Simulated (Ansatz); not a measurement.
Isolated molecules relaxed with PBE0-D4/def2-TZVP in Ansatz; ΔE leaves out vibrations. CCSD(T)/CBS is the MP2 limit (def2-TZVPP, def2-QZVPP) plus CCSD(T) − MP2 in def2-TZVPP, frozen cores. This one scheme is used for every species. DFT in def2-TZVPP. For Ge outer-core shells are correlated without core-valence functions, which leaves a few kJ/mol of doubt a bond. Scalar relativity is left out up to krypton. Each species was taken in one conformer, which may not be the lowest.

Consider the formal hydrolysis of a Ge–Cl bond: `[CH3][Ge][Cl]` + H₂O → `[CH3][Ge][OH]` + HCl.

`[CH3][Ge][Cl]`:

Cartesian coordinates in Å:
```
C -0.623 0.072 0.093
Ge 1.105 1.042 -0.004
Cl 2.344 -0.727 -0.417
H -1.454 0.752 0.292
H -0.572 -0.683 0.884
H -0.800 -0.457 -0.848
```

H₂O:

Cartesian coordinates in Å:
```
O -0.182 0.013 -0.344
H 0.352 0.700 0.060
H -0.170 -0.713 0.284
```

`[CH3][Ge][OH]`:

Z-matrix (Å, degrees):
```
C
Ge 1 2.003
H 1 1.092 2 112.4
H 1 1.096 2 109.8 3 120.8
H 1 1.096 2 109.8 3 -120.8
O 2 1.791 1 97.5 3 -180.0
H 6 0.962 2 114.7 1 0.0
```

HCl:

Z-matrix (Å, degrees):
```
Cl
H 1 1.279
```

```json
{"level": "LDA (SPW92)", "ΔE (kcal/mol)": "9.3"}
{"level": "r2SCAN-D4", "ΔE (kcal/mol)": "10.2"}
{"level": "MP2/def2-TZVPP", "ΔE (kcal/mol)": "9.6"}
{"level": "CCSD/def2-TZVPP", "ΔE (kcal/mol)": "9.4"}
```

Task: What does CCSD(T)/CBS give? (Estimate.)

Result: Ansatz gave: +10.7 kcal/mol. The listed levels differ from it by -1.4, -0.5, -1.1, -1.3 kcal/mol.

Largest T1 diagnostic among the species: 0.014.

Leaving LDA and LC-ωPBE aside and taking each functional with its dispersion term where it has one, the values, not all of them listed here, spread over 2.4 kcal/mol, from CAM-B3LYP-D4 to HSE06-D4. LDA lies −1.1 kcal/mol from PBE without D4. From BLYP to BHLYP (50 % exact exchange), in def2-TZVPP and without D4, ΔE moves by +1.7 kcal/mol.
